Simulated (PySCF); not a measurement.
## Continuum solvent and chemical shifts

Atom-mapped SMILES (the numbers label the heavy atoms): `[CH3:1][CH2:2][C:3]([CH3:4])([CH3:5])[CH:6]([CH3:7])[CH3:8]`; H(Xn) means a hydrogen on atom n.

GIAO PBE0/pcSseg-1 in PySCF on one PBE0-D3(BJ)/def2-SVP conformer, non-relativistic, equivalent nuclei averaged. Solvents enter as an IEF-PCM continuum (chloroform with ε = 4.7, dimethylsulfoxide with ε = 46.8) around the gas-phase geometry. Shifts are referred to TMS computed in the same medium.

In chloroform, δ in ppm: C2 37.5, C3 35.3, C6 34.3, C4/C5 25.8, C7/C8 18.5, C1 9.4, H(C6) 1.29, H(C2) 1.13, H(C1) 0.85, H(C7)/H(C8) 0.84, H(C4)/H(C5) 0.80. Dipole moment 0.10 D.

Problem. How does each δ change in the more polar medium?

Solution. 
```json
{"atoms": "C2", "environment": "sp3 CH2", "Δδ, dimethylsulfoxide": "+0.2"}
{"atoms": "C3", "environment": "quaternary sp3 carbon", "Δδ, dimethylsulfoxide": "+0.3"}
{"atoms": "C6", "environment": "sp3 CH", "Δδ, dimethylsulfoxide": "+0.3"}
{"atoms": "C4/C5", "environment": "methyl carbon", "Δδ, dimethylsulfoxide": "+0.1"}
{"atoms": "C7/C8", "environment": "methyl carbon", "Δδ, dimethylsulfoxide": "+0.1"}
{"atoms": "C1", "environment": "methyl carbon", "Δδ, dimethylsulfoxide": "+0.1"}
{"atoms": "H(C6)", "environment": "hydrogen on an sp3 CH", "Δδ, dimethylsulfoxide": "+0.01"}
{"atoms": "H(C2)", "environment": "hydrogen on an sp3 CH2", "Δδ, dimethylsulfoxide": "0.00"}
{"atoms": "H(C1)", "environment": "hydrogen on a methyl carbon", "Δδ, dimethylsulfoxide": "0.00"}
{"atoms": "H(C7)/H(C8)", "environment": "hydrogen on a methyl carbon", "Δδ, dimethylsulfoxide": "0.00"}
{"atoms": "H(C4)/H(C5)", "environment": "hydrogen on a methyl carbon", "Δδ, dimethylsulfoxide": "0.00"}
```

Changes are relative to chloroform. The dipole moment becomes 0.10 D in dimethylsulfoxide.

Problem. Which of the listed nuclei move most (in ppm), and what does the model miss?

Solution. C3 (quaternary sp3 carbon, +0.3 ppm) and C6 (sp3 CH, +0.3 ppm) in dimethylsulfoxide. A continuum only polarises the solute; specific hydrogen bonds, the anisotropy of aromatic solvents and changes of geometry or conformer are outside it.
